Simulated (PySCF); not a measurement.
C2H5NOSi, SMILES N#CC[SiH2]O.

Geometry: B3LYP-D3(BJ)/def2-SVP. This is a generated structure with no PubChem entry under its InChIKey; it may be hypothetical. Other conformers were not sampled.

These are SMD-ωB97X/6-31G* (PySCF) values and carry that method's errors.

Solvation free energies are E(SMD) − E(gas) at the gas-phase geometry, for 1 M in both phases. In vacuum the dipole moment is 4.49 D.

| solvent | ΔG(solv) (kcal/mol) | its non-electrostatic (CDS) part | dipole (D) |
|---|---|---|---|
| water | -7.2 | 4.8 | 5.58 |
| 2-propanol | -9.1 | 1.7 | 5.54 |
| n-hexane | -3.5 | -0.2 | 4.89 |
